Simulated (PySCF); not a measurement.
Isomers of C5H11FOSi.

All values: PBE0/pcSseg-1 (PySCF) at GFN2-xTB geometries, gas phase, one conformer each.

Problem. Rank by dipole moment, highest first.
A. `[F:1][CH2:2][C@H:3]1[CH2:4][SiH2:5][CH2:6][CH2:7][O:8]1` with F1–C2–C3–C4 64°, C2–C3–C4–Si5 176°, C3–C4–Si5–C6 -42°, C4–Si5–C6–C7 41°, Si5–C6–C7–O8 -56°
B. `[CH3:1][O:2][C@@H:3]1[C@H:4]([SiH3:5])[C@H:6]1[CH2:7][F:8]` with C1–O2–C3–C4 -87°, C4–C6–C7–F8 36°
C. `[CH3:1][C@@H:2]1[CH2:3][O:4][CH2:5][C@@H:6]([F:7])[SiH2:8]1` with C1–C2–C3–O4 176°, C2–C3–O4–C5 76°, C3–O4–C5–C6 -69°, O4–C5–C6–F7 -73°
D. `[CH3:1]/[C:2](=[CH:3]/[F:4])[SiH2:5][CH2:6][CH2:7][OH:8]` with C1–C2–Si5–C6 16°, C2–Si5–C6–C7 -165°, Si5–C6–C7–O8 -38°, C6–C7–O8–H 173°
E. `[CH3:1][CH2:2][CH2:3][SiH2:4][O:5]/[CH:6]=[CH:7]/[F:8]` with C1–C2–C3–Si4 180°, C2–C3–Si4–O5 -65°, C3–Si4–O5–C6 178°, Si4–O5–C6–C7 -178°
F. `[CH2:1]=[CH:2][C@@:3]([F:4])([CH2:5][CH3:6])[SiH2:7][OH:8]` with C1–C2–C3–F4 10°, C2–C3–C5–C6 -56°, C2–C3–Si7–O8 61°, C3–Si7–O8–H 35°

Solution. D (3.01 D), C (2.49 D), E (2.17 D), A (1.77 D), F (1.20 D), B (0.43 D).

Problem. Rank by HOMO–LUMO gap, highest first.
A. `[CH3:1][C@@H:2]1[CH2:3][O:4][CH2:5][C@@H:6]([F:7])[SiH2:8]1` with C1–C2–C3–O4 176°, C2–C3–O4–C5 76°, C3–O4–C5–C6 -69°, O4–C5–C6–F7 -73°
B. `[CH2:1]=[C:2]([CH3:3])[SiH2:4][C@H:5]([F:6])[CH2:7][OH:8]` with C1–C2–Si4–C5 -125°, C2–Si4–C5–F6 -61°, Si4–C5–C7–O8 -174°, C5–C7–O8–H -55°
C. `[CH3:1][O:2][C@@H:3]1[C@H:4]([SiH3:5])[C@H:6]1[CH2:7][F:8]` with C1–O2–C3–C4 -87°, C4–C6–C7–F8 36°
D. `[F:1][CH2:2][C@H:3]1[CH2:4][SiH2:5][CH2:6][CH2:7][O:8]1` with F1–C2–C3–C4 64°, C2–C3–C4–Si5 176°, C3–C4–Si5–C6 -42°, C4–Si5–C6–C7 41°, Si5–C6–C7–O8 -56°
E. `[CH3:1][CH2:2]/[CH:3]=[CH:4]/[CH2:5][O:6][SiH2:7][F:8]` with C1–C2–C3–C4 125°, C3–C4–C5–O6 -117°, C4–C5–O6–Si7 -159°, C5–O6–Si7–F8 -179°
F. `[CH3:1][CH2:2][CH2:3][SiH2:4][O:5]/[CH:6]=[CH:7]/[F:8]` with C1–C2–C3–Si4 180°, C2–C3–Si4–O5 -65°, C3–Si4–O5–C6 178°, Si4–O5–C6–C7 -178°

Solution. D (8.59 eV), C (8.31 eV), A (8.12 eV), E (7.58 eV), B (7.28 eV), F (7.14 eV).

Problem. Rank by the highest Hirshfeld charge on any atom, lowest value first.
A. `[CH3:1][O:2][Si@H:3]1[CH2:4][C@@:5]([CH3:6])([F:7])[CH2:8]1` with C1–O2–Si3–C4 178°, O2–Si3–C4–C5 133°, Si3–C4–C5–C6 104°, C4–C5–C8–Si3 17°, O2–Si3–C8–C5 -120°
B. `[CH3:1][C@@H:2]1[CH2:3][O:4][CH2:5][C@@H:6]([F:7])[SiH2:8]1` with C1–C2–C3–O4 176°, C2–C3–O4–C5 76°, C3–O4–C5–C6 -69°, O4–C5–C6–F7 -73°
C. `[CH3:1][CH2:2]/[CH:3]=[CH:4]/[CH2:5][O:6][SiH2:7][F:8]` with C1–C2–C3–C4 125°, C3–C4–C5–O6 -117°, C4–C5–O6–Si7 -159°, C5–O6–Si7–F8 -179°
D. `[CH3:1][SiH2:2]/[C:3](=[CH:4]\[F:5])[CH2:6][CH2:7][OH:8]` with C1–Si2–C3–C4 37°, Si2–C3–C6–C7 -64°, C3–C6–C7–O8 64°, C6–C7–O8–H -168°
E. `[CH3:1][CH2:2][CH2:3][SiH2:4][O:5]/[CH:6]=[CH:7]/[F:8]` with C1–C2–C3–Si4 180°, C2–C3–Si4–O5 -65°, C3–Si4–O5–C6 178°, Si4–O5–C6–C7 -178°
F. `[CH3:1][CH2:2][O:3]/[C:4]([SiH3:5])=[CH:6]\[CH2:7][F:8]` with C1–C2–O3–C4 177°, C2–O3–C4–Si5 -13°, C4–C6–C7–F8 -153°

Solution. F (+0.304 e), D (+0.316 e), B (+0.330 e), E (+0.410 e), A (+0.421 e), C (+0.475 e).

All values together:

```json
{"SMILES": "CO[C@@H]1[C@H]([SiH3])[C@H]1CF", "μ (D)": "0.43", "HOMO (eV)": "-7.32", "LUMO (eV)": "0.99", "lowest IAO charge (e)": "-0.449 (C)", "highest IAO charge (e)": "+0.600 (Si)", "lowest Hirshfeld charge (e)": "-0.147 (C)", "highest Hirshfeld charge (e)": "+0.305 (Si)"}
{"SMILES": "CCO/C([SiH3])=C\\CF", "μ (D)": "3.11", "HOMO (eV)": "-6.66", "LUMO (eV)": "-0.05", "lowest IAO charge (e)": "-0.421 (C)", "highest IAO charge (e)": "+0.570 (Si)", "lowest Hirshfeld charge (e)": "-0.132 (F)", "highest Hirshfeld charge (e)": "+0.304 (Si)"}
{"SMILES": "C=C[C@@](F)(CC)[SiH2]O", "μ (D)": "1.20", "HOMO (eV)": "-7.26", "LUMO (eV)": "0.03", "lowest IAO charge (e)": "-0.789 (O)", "highest IAO charge (e)": "+1.020 (Si)", "lowest Hirshfeld charge (e)": "-0.307 (O)", "highest Hirshfeld charge (e)": "+0.390 (Si)"}
{"SMILES": "C=C(C)[SiH2][C@H](F)CO", "μ (D)": "1.48", "HOMO (eV)": "-7.52", "LUMO (eV)": "-0.24", "lowest IAO charge (e)": "-0.545 (O)", "highest IAO charge (e)": "+0.729 (Si)", "lowest Hirshfeld charge (e)": "-0.233 (O)", "highest Hirshfeld charge (e)": "+0.332 (Si)"}
{"SMILES": "CO[Si@H]1C[C@@](C)(F)C1", "μ (D)": "2.94", "HOMO (eV)": "-7.69", "LUMO (eV)": "0.70", "lowest IAO charge (e)": "-0.621 (O)", "highest IAO charge (e)": "+1.117 (Si)", "lowest Hirshfeld charge (e)": "-0.221 (O)", "highest Hirshfeld charge (e)": "+0.421 (Si)"}
{"SMILES": "FC[C@H]1C[SiH2]CCO1", "μ (D)": "1.77", "HOMO (eV)": "-7.58", "LUMO (eV)": "1.01", "lowest IAO charge (e)": "-0.562 (C)", "highest IAO charge (e)": "+0.752 (Si)", "lowest Hirshfeld charge (e)": "-0.174 (C)", "highest Hirshfeld charge (e)": "+0.341 (Si)"}
{"SMILES": "C[SiH2]/C(=C\\F)CCO", "μ (D)": "3.01", "HOMO (eV)": "-7.13", "LUMO (eV)": "0.10", "lowest IAO charge (e)": "-0.723 (C)", "highest IAO charge (e)": "+0.771 (Si)", "lowest Hirshfeld charge (e)": "-0.225 (C)", "highest Hirshfeld charge (e)": "+0.316 (Si)"}
{"SMILES": "C[C@@H]1COC[C@@H](F)[SiH2]1", "μ (D)": "2.49", "HOMO (eV)": "-7.39", "LUMO (eV)": "0.73", "lowest IAO charge (e)": "-0.415 (C)", "highest IAO charge (e)": "+0.728 (Si)", "lowest Hirshfeld charge (e)": "-0.144 (O)", "highest Hirshfeld charge (e)": "+0.330 (Si)"}
{"SMILES": "CCC[SiH2]O/C=C/F", "μ (D)": "2.17", "HOMO (eV)": "-6.64", "LUMO (eV)": "0.50", "lowest IAO charge (e)": "-0.586 (O)", "highest IAO charge (e)": "+1.007 (Si)", "lowest Hirshfeld charge (e)": "-0.191 (O)", "highest Hirshfeld charge (e)": "+0.410 (Si)"}
{"SMILES": "CC/C=C/CO[SiH2]F", "μ (D)": "2.95", "HOMO (eV)": "-7.47", "LUMO (eV)": "0.11", "lowest IAO charge (e)": "-0.644 (O)", "highest IAO charge (e)": "+1.308 (Si)", "lowest Hirshfeld charge (e)": "-0.224 (O)", "highest Hirshfeld charge (e)": "+0.475 (Si)"}
{"SMILES": "CCO/C(C)=C\\[SiH2]F", "μ (D)": "4.96", "HOMO (eV)": "-6.64", "LUMO (eV)": "0.17", "lowest IAO charge (e)": "-0.563 (C)", "highest IAO charge (e)": "+1.098 (Si)", "lowest Hirshfeld charge (e)": "-0.223 (F)", "highest Hirshfeld charge (e)": "+0.394 (Si)"}
{"SMILES": "C/C(=C/F)[SiH2]CCO", "μ (D)": "3.01", "HOMO (eV)": "-6.99", "LUMO (eV)": "0.35", "lowest IAO charge (e)": "-0.548 (C)", "highest IAO charge (e)": "+0.762 (Si)", "lowest Hirshfeld charge (e)": "-0.198 (O)", "highest Hirshfeld charge (e)": "+0.310 (Si)"}
```

Conformers: `[CH3:1][O:2][C@@H:3]1[C@H:4]([SiH3:5])[C@H:6]1[CH2:7][F:8]` with C1–O2–C3–C4 -87°, C4–C6–C7–F8 36°; `[CH3:1][CH2:2][O:3]/[C:4]([SiH3:5])=[CH:6]\[CH2:7][F:8]` with C1–C2–O3–C4 177°, C2–O3–C4–Si5 -13°, C4–C6–C7–F8 -153°; `[CH2:1]=[CH:2][C@@:3]([F:4])([CH2:5][CH3:6])[SiH2:7][OH:8]` with C1–C2–C3–F4 10°, C2–C3–C5–C6 -56°, C2–C3–Si7–O8 61°, C3–Si7–O8–H 35°; `[CH2:1]=[C:2]([CH3:3])[SiH2:4][C@H:5]([F:6])[CH2:7][OH:8]` with C1–C2–Si4–C5 -125°, C2–Si4–C5–F6 -61°, Si4–C5–C7–O8 -174°, C5–C7–O8–H -55°; `[CH3:1][O:2][Si@H:3]1[CH2:4][C@@:5]([CH3:6])([F:7])[CH2:8]1` with C1–O2–Si3–C4 178°, O2–Si3–C4–C5 133°, Si3–C4–C5–C6 104°, C4–C5–C8–Si3 17°, O2–Si3–C8–C5 -120°; `[F:1][CH2:2][C@H:3]1[CH2:4][SiH2:5][CH2:6][CH2:7][O:8]1` with F1–C2–C3–C4 64°, C2–C3–C4–Si5 176°, C3–C4–Si5–C6 -42°, C4–Si5–C6–C7 41°, Si5–C6–C7–O8 -56°; `[CH3:1][SiH2:2]/[C:3](=[CH:4]\[F:5])[CH2:6][CH2:7][OH:8]` with C1–Si2–C3–C4 37°, Si2–C3–C6–C7 -64°, C3–C6–C7–O8 64°, C6–C7–O8–H -168°; `[CH3:1][C@@H:2]1[CH2:3][O:4][CH2:5][C@@H:6]([F:7])[SiH2:8]1` with C1–C2–C3–O4 176°, C2–C3–O4–C5 76°, C3–O4–C5–C6 -69°, O4–C5–C6–F7 -73°; `[CH3:1][CH2:2][CH2:3][SiH2:4][O:5]/[CH:6]=[CH:7]/[F:8]` with C1–C2–C3–Si4 180°, C2–C3–Si4–O5 -65°, C3–Si4–O5–C6 178°, Si4–O5–C6–C7 -178°; `[CH3:1][CH2:2]/[CH:3]=[CH:4]/[CH2:5][O:6][SiH2:7][F:8]` with C1–C2–C3–C4 125°, C3–C4–C5–O6 -117°, C4–C5–O6–Si7 -159°, C5–O6–Si7–F8 -179°; `[CH3:1][CH2:2][O:3]/[C:4]([CH3:5])=[CH:6]\[SiH2:7][F:8]` with C1–C2–O3–C4 179°, C2–O3–C4–C5 8°, C4–C6–Si7–F8 179°; `[CH3:1]/[C:2](=[CH:3]/[F:4])[SiH2:5][CH2:6][CH2:7][OH:8]` with C1–C2–Si5–C6 16°, C2–Si5–C6–C7 -165°, Si5–C6–C7–O8 -38°, C6–C7–O8–H 173°.
